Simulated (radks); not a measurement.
Values are calculated unless marked as measured or tabulated.
Species: the niobium ion Nb2+. Configuration: [Kr] 4d2 7p1 (not the ground configuration).

Level of theory: scalar-relativistic Kohn-Sham, PBE, spin-polarised, spherical densities, point nucleus; open shells are filled with parallel spins first (spin-orbit coupling, left out, can overturn this in heavy ions) (a radial shooting solver on a logarithmic mesh with Libxc functionals).

Energy parts (eV):
part                       energy
total                 -103898.217
kinetic                106980.443
electron-nucleus      -249255.883
Hartree                 41585.320
exchange-correlation    -3208.097

Orbitals (lengths in bohr, moments of r in powers of bohr; r(90%) holds 90 % of the orbital's charge):
\begin{tabular}{lrrrr}
orbital & occ. & eigenvalue (eV) & r(90%) & <r^4> \\ \hline
1s down & 1 & -18836.65 & 0.0646 & 7.987e-06 \\
1s up & 1 & -18836.65 & 0.0646 & 7.987e-06 \\
2s up & 1 & -2659.259 & 0.244 & 0.001493 \\
2s down & 1 & -2659.026 & 0.244 & 0.001493 \\
2p up & 3 & -2377.442 & 0.224 & 0.001071 \\
2p down & 3 & -2377.269 & 0.224 & 0.001071 \\
3s up & 1 & -467.1361 & 0.655 & 0.07868 \\
3s down & 1 & -467.0119 & 0.655 & 0.07863 \\
3p up & 3 & -375.0308 & 0.674 & 0.08773 \\
3p down & 3 & -374.8912 & 0.674 & 0.08763 \\
3d up & 5 & -224.5449 & 0.694 & 0.1001 \\
3d down & 5 & -224.3263 & 0.694 & 0.09975 \\
4s up & 1 & -86.3928 & 1.67 & 3.352 \\
4s down & 1 & -84.9806 & 1.66 & 3.298 \\
4p up & 3 & -62.1707 & 1.88 & 5.364 \\
4p down & 3 & -60.5838 & 1.87 & 5.298 \\
4d up & 2 & -28.2506 & 2.64 & 20.45 \\
4d down & 0 & -26.4950 & 2.66 & 21.12 \\
7p up & 1 & -5.0590 & 14.5 & 20780 \\
\end{tabular}

The highest occupied level is 7p up at -5.059 eV. The configuration is held as typed, so some empty levels lie below it. The density falls to 0.001 e/bohr^3 at r = 3.31 bohr. Summed over all electrons, <r^2> = 151.5 bohr^2, which gives a Langevin (diamagnetic) susceptibility term of -120 x 10^-6 cm^3/mol.
